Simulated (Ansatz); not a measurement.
H2PbS (SMILES [SH][PbH]) moved off its minimum; all values from Ansatz (a quantum-chemistry and plane-wave program), cores frozen in correlated methods. Elements past Kr take the def2 small-core potentials, without spin–orbit coupling.
(charge 0, multiplicity 1)
```xyz
4

Pb    -0.13823    -0.30758     0.33658
H      0.87453    -1.43769    -0.99114
S      0.04008     1.61348    -1.35225
H     -0.73179     2.54431    -0.39658
```

Forces at wB97M-V/def2-TZVPP (eV/Å):

| atom | Fx | Fy | Fz |
|---|---|---|---|
| Pb1 | 0.796 | -0.313 | -1.441 |
| H2 | -0.685 | 0.692 | 0.950 |
| S3 | -1.734 | 1.483 | 2.562 |
| H4 | 1.623 | -1.863 | -2.071 |

Task: Give the forces (eV/Å), the total energy and the dipole at CCSD(T)/def2-TZVPPD.

Result: 
| atom | Fx | Fy | Fz |
|---|---|---|---|
| Pb1 | 0.621 | -0.425 | -1.000 |
| H2 | -0.542 | 0.541 | 0.756 |
| S3 | -1.644 | 1.682 | 2.240 |
| H4 | 1.565 | -1.798 | -1.995 |
Energy -590.8486 hartree, dipole 3.26 D.
